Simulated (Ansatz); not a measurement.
Which is lower?

Two relaxed structures of CH3OSe (charge +1), closed shell (PBE0-D4/def2-TZVP; forces vanish, vibrations not checked).

A:

O1  (1.355, 0.272, 1.068)
C2  (0.225, 0.131, 0.907)
Se3  (-0.560, 0.368, -1.121)
H4  (-1.087, -1.010, -1.190)
H5  (0.732, -0.021, -1.718)
H6  (-0.615, -0.079, 1.582)
(Å)

B:

```
6
angstrom
O -0.3564 0.0575 -0.7355
C 0.0862 0.0896 0.7035
Se 1.6891 0.4896 1.0891
H -1.0161 -0.6194 -0.9880
H 0.3991 0.1107 -1.3578
H -0.8019 -0.1280 1.2887
```

Ansatz 0.2.0; basis: def2-TZVPP; cores frozen in the correlated methods. Filled d shells of the heavier atoms are correlated. The def2 sets are not built for correlating such inner shells, so the correlated values are less sure here. B3LYP uses VWN-RPA correlation.

Which structure is lower at CCSD(T), and by how much? (To be estimated.)

The calculation gives: A, by 11.46 kcal/mol (electronic energy, against the other). By their contacts, A is CH₃OSe ([O][CH][SeH2]), total charge +1 and B is CH₃OSe ([OH2][CH][Se]), total charge +1.

All methods give the same order:

| method | E(B) − E(A) (kcal/mol) |
| --- | --- |
| PBE-D4 | 15.29 |
| r2SCAN-D4 | 15.36 |
| PBE0-D4 | 13.45 |
| B3LYP-D4 | 14.71 |
| wB97M-V | 11.67 |
| HF | 14.56 |
| MP2 | 10.11 |
| CCSD | 11.64 |
| CCSD(T) | 11.46 |

The T1 diagnostic stays at or below 0.015. The restricted Hartree–Fock reference is unstable towards an unrestricted one at one or more of these structures.

Labels in which every atom is bracketed show which atoms are joined, not bond orders.

For scale, one of the runs: CCSD(T)/def2-TZVPP, 152 basis functions, launched by `ansatz run in.yaml --threads 2 --pin off --events-out ev --progress --plain --max-ram 4352MiB`. The run took 32 s on 2 CPU threads of an Arm Neoverse V1 (shared host), with 1.1 GiB of host memory at its peak.
